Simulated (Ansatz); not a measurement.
Reactions of CH3ClMoOS, SMILES `[CH3][Mo](=[O])(=[S])[Cl]`.

Gas-phase electronic energies from Ansatz, PBE0-D4/def2-TZVP geometries. CCSD(T)/CBS is the MP2 limit (def2-TZVPP, def2-QZVPP) plus CCSD(T) − MP2 in def2-TZVPP, frozen cores. Elements past krypton have def2 core potentials. For Ge, Mo outer-core shells are correlated without core-valence functions, which leaves a few kJ/mol of doubt a bond. Scalar relativity is left out up to krypton. One conformer a species, not always the lowest.

Question: Order these by ΔE at CCSD(T)/CBS, lowest first. (Best estimate.)
A. `[CH3][Mo](=[O])(=[S])[Cl]` + `O=COCO` → `[O]=[Mo]([OH])(=[S])[Cl]` + `CCOC=O`
B. `[CH3][Mo](=[O])(=[S])[Cl]` + `N[SiH2][GeH3]` → `[NH2][Mo](=[O])(=[S])[Cl]` + `C[SiH2][GeH3]`
C. `[CH3][Mo](=[O])(=[S])[Cl]` + `C[CH2][Ge][F]` → `[CH3][Mo](=[O])([F])=[S]` + `C[CH2][Ge][Cl]`
D. `[CH3][Mo](=[O])(=[S])[Cl]` + `CB[SiH](F)F` → `[O]=[Mo]([F])(=[S])[Cl]` + `CB[SiH](C)F`

Answer: A (-111.9 kJ/mol), B (-38.0 kJ/mol), C (+0.2 kJ/mol), D (+41.0 kJ/mol).

Largest T1 diagnostic: 0.025, for `[CH3][Mo](=[O])([F])=[S]`, so its coupled-cluster energy is less sure.
